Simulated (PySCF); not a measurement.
**Sr³⁷⁺ (strontium, charge +37) across methods**

1s1, 2S determinant. All numbers are calculated (PySCF 2.14, the non-relativistic Hamiltonian (point nucleus), in an uncontracted even-tempered set (15 s from 56 bohr⁻², ratio 2.2; 7 p from 85 bohr⁻², ratio 2.4; 4 d from 260 bohr⁻², ratio 2.4; 3 f from 380 bohr⁻², ratio 2.4; 3 g from 580 bohr⁻², ratio 2.4)).

| method | E (hartree) | mean ε 1s α (eV) | Σ⟨r²⟩ (bohr²) | ⟨S²⟩ |
| --- | --- | --- | --- | --- |
| UHF | -721.99967 | -19646.6 | 0.002078 | 0.750 |
| r2SCAN | -722.00 | -19432.8 | 0.002079 | 0.750 |
| PBE0 | -721.82 | -19464.6 | 0.002081 | 0.750 |
| LDA | -720.38 | -19372.3 | 0.002085 | 0.750 |
| PBE | -721.76 | -19403.9 | 0.002082 | 0.750 |

**Question.** Estimate the same row for MN15.

**Answer.** E (hartree) = -721.98; mean ε 1s α (eV) = -19383.8; Σ⟨r²⟩ (bohr²) = 0.002092; ⟨S²⟩ = 0.750.

A non-relativistic calculation at this Z misses sizeable relativistic shifts.
